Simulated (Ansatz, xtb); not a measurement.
## Two structures of F2HNOSi2+

We compare I, a doublet given by its coordinates, with II, the doublet with the links of `O[Si](F)=[N+]=[Si]F`. Both are isolated ions in the gas phase, relaxed with BLYP-D3(BJ)/def2-SVP; the shapes shown needn't be the lowest conformers.

I (Å):

```yaml
atoms:
  - { symbol: F, position_ang: [-1.1632, -3.6162, -0.2018] }
  - { symbol: F, position_ang: [0.4575, 0.4182, 2.5130] }
  - { symbol: N, position_ang: [0.7409, -1.4584, 0.1583] }
  - { symbol: O, position_ang: [-1.5101, -1.1092, 1.0191] }
  - { symbol: Si, position_ang: [-0.9143, -2.0352, -0.3762] }
  - { symbol: Si, position_ang: [0.0062, -0.6306, 1.4221] }
  - { symbol: H, position_ang: [1.6986, -1.5901, -0.1923] }
```

Close contacts (Å): F1–Si5 1.61, F2–Si6 1.58, N3–Si5 1.83, N3–Si6 1.68, O4–Si5 1.78, O4–Si6 1.64, Si5–Si6 2.46, N3–H7 1.03.

II (Å):

```xyz
7

F     1.5893   -1.0200    0.9227
F     1.3528    4.3368    0.1728
N     0.7510    1.5815    0.2847
O    -0.3176   -0.7055   -0.9915
Si    0.6629   -0.0265    0.0869
Si    0.4672    3.1169    0.7419
H    -0.3535   -1.6705   -1.1669
```

Question: Which of the two would you expect CCSD(T)/def2-SVP + ΔMP2/def2-TZVPP electronic energies to favour?

Answer: Structure I; the calculation gives E(II) − E(I) = +61.8 kJ/mol.

How the difference moves with the method:

```csv
level,geometry,E(II) − E(I) (kJ/mol),departure from the last row (kJ/mol),"job, with rough time for the two"
GFN2-xTB,GFN2-xTB,−61.5,−123.3,"optimisation, 0.53 s"
HF/STO-3G,GFN2-xTB,+141.1,+79.3,"single point, 1.4 s"
r2SCAN-D4/def2-SVP,GFN2-xTB,+60.9,−0.9,"single point, 5.4 s"
BLYP-D3(BJ)/def2-SVP,BLYP-D3(BJ)/def2-SVP,+41.0,−20.9,"optimisation, 84 s"
HF/def2-SVP,BLYP-D3(BJ)/def2-SVP,+31.0,−30.8,part of the CCSD(T) run
MP2/def2-SVP,BLYP-D3(BJ)/def2-SVP,+57.1,−4.8,part of the CCSD(T) run
CCSD(T)/def2-SVP,BLYP-D3(BJ)/def2-SVP,+54.2,−7.6,single point
CCSD(T)/def2-SVP + ΔMP2/def2-TZVPP,BLYP-D3(BJ)/def2-SVP,+61.8,,"single point, 73 s"
```

GFN2-xTB puts the two in the other order. The largest departure from CCSD(T)/def2-SVP + ΔMP2/def2-TZVPP is that of GFN2-xTB, 123.3 kJ/mol. The last row adds to CCSD(T) the change of the MP2 difference between the two basis sets, here +7.6 kJ/mol.

With harmonic frequencies from BLYP-D3(BJ)/def2-SVP (ideal gas, rigid rotor, one conformer each, 298.15 K, 1 atm): on the last row, ΔE + ΔZPE = +57.8 kJ/mol. A mode under 50 cm⁻¹ makes harmonic enthalpies and free energies unreliable, so none is given.

Open shells are spin-unrestricted. The correlated steps freeze 14 core orbitals. Codes used: Ansatz 0.2.0, xtb 6.7.1; the last row on 2 threads of Intel(R) Xeon(R) Platinum 8259CL CPU @ 2.50GHz (Skylake/Cascade Lake) on a shared host.
